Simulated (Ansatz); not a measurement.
Mulliken charges of `C[Se][SnH3]` from B3LYP/def2-TZVPP in Ansatz (PBE0-D4/def2-TZVP geometry).

| atom | x (Å) | y (Å) | z (Å) | charge (e) |
| --- | --- | --- | --- | --- |
| C1 | -0.722 | 1.123 | -1.054 | -0.380 |
| Se2 | -0.510 | -0.820 | -1.189 | -0.234 |
| Sn3 | 0.712 | -1.144 | 0.993 | 0.568 |
| H4 | -1.321 | 1.386 | -0.184 | 0.138 |
| H5 | 0.249 | 1.613 | -1.014 | 0.138 |
| H6 | -1.245 | 1.433 | -1.958 | 0.132 |
| H7 | 2.138 | -0.203 | 0.982 | -0.125 |
| H8 | 1.072 | -2.803 | 1.121 | -0.114 |
| H9 | -0.283 | -0.631 | 2.284 | -0.124 |

Question: By hand: the dipole of these point charges (1 e Å = 4.8032 D).

Answer: Σ q r = (0.131, 0.142, 0.285) e Å, of length 0.344 e Å = 1.65 D.

Question: How does the dipole of the full density compare? (An estimate is asked.)

Answer: The calculation gave: (0.044, 0.230, 0.145) e Å, 1.32 D; the point charges give 1.25 times that, at 33° from its direction.

Point charges leave out the atoms' own dipoles, such as those of lone pairs, and Mulliken's split depends on the basis, so the two needn't agree.

B3LYP here is the variant with VWN-RPA as its local correlation; programs differ in this.
